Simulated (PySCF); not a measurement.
Core-level binding energies of Zn(nBu)2

Species: Zn(nBu)2, C8H18Zn (singlet state).
Geometry (PBE0-D3(BJ)/def2-SVP, Å), atoms numbered from 1 in this order:
```xyz
27
C8H18Zn angstrom
Zn    -0.2059   -0.2050    0.0009
C     -0.2474   -0.1639    1.9586
C     -1.3041    0.7638    2.5612
C     -1.3679    0.7582    4.0896
C     -0.1154    1.2866    4.7716
H     -0.4070   -1.1961    2.3244
H      0.7608    0.1186    2.3121
H     -1.1328    1.8033    2.2232
H     -2.3033    0.4940    2.1761
H     -2.2373    1.3576    4.4127
H     -1.5683   -0.2728    4.4331
H     -0.2229    1.2865    5.8671
H      0.7686    0.6772    4.5288
H      0.1008    2.3218    4.4595
C     -0.1606   -0.2466   -1.9566
C      0.7806   -1.2902   -2.5601
C      0.7763   -1.3517   -4.0887
C      1.2817   -0.0888   -4.7691
H     -1.1906   -0.4187   -2.3233
H      0.1082    0.7656   -2.3097
H      1.8175   -1.1071   -2.2212
H      0.5224   -2.2936   -2.1775
H      1.3915   -2.2094   -4.4131
H     -0.2509   -1.5701   -4.4325
H      1.2948   -0.1992   -5.8643
H      0.6499    0.7818   -4.5347
H      2.3086    0.1524   -4.4477
```

Theory: delta-SCF UKS SCAN, pcX-2 on the ionised atom (unc-x2c-TZVPall on a metal), pcseg-1 elsewhere, spin-free X2C (PySCF). Each binding energy is the total energy of the core-ionised species, with the hole localised on one atom, minus that of the ground state; both are solved self-consistently, so orbital relaxation is included.

Question: List the computed XPS lines with their assignment.

Answer: 
```
atom(s)                     environment  level  binding energy (eV)  above the level's lowest (eV)  count
 C5/C18      carbon bonded to C and 3 H   C 1s               290.27                          +1.07      2
 C3/C16    carbon bonded to 2 C and 2 H   C 1s               290.15                          +0.95      2
 C4/C17    carbon bonded to 2 C and 2 H   C 1s               290.14                          +0.94      2
 C2/C15  carbon bonded to C, Zn and 2 H   C 1s               289.20                           0.00      2
```

The listed C 1s values span 1.07 eV, from C2/C15 (bonded to C, 2 H and Zn) to C5/C18 (bonded to C and 3 H). The widest gap between neighbouring values is 0.94 eV, between 289.20 and 290.14 eV. The values 290.14 and 290.15 eV lie too close for their order to be trusted.

Question: Which photon energy gives electrons from C 1s of C2/C15 a kinetic energy of 200 eV, and what is their de Broglie wavelength?

Answer: hν = 289.20 + 200 = 489.20 eV, recoil neglected; λ = 12.264 Å/√(E/eV) = 0.87 Å.

The first atom of each set that the bonding makes equivalent was ionised and stands for the set. Not every level is listed. No level of zinc is listed. Isolated species at its PBE0-D3(BJ)/def2-SVP geometry, gas phase. Metal 2p energies of this one-determinant scheme are less reliable than its 1s energies.

The run took 3.5 min wall, 8.1 min CPU on an Intel Xeon Platinum 8259CL at 2.50 GHz with 2 threads, no GPU, shared host, and the process peaked at 1.5 GiB of memory.
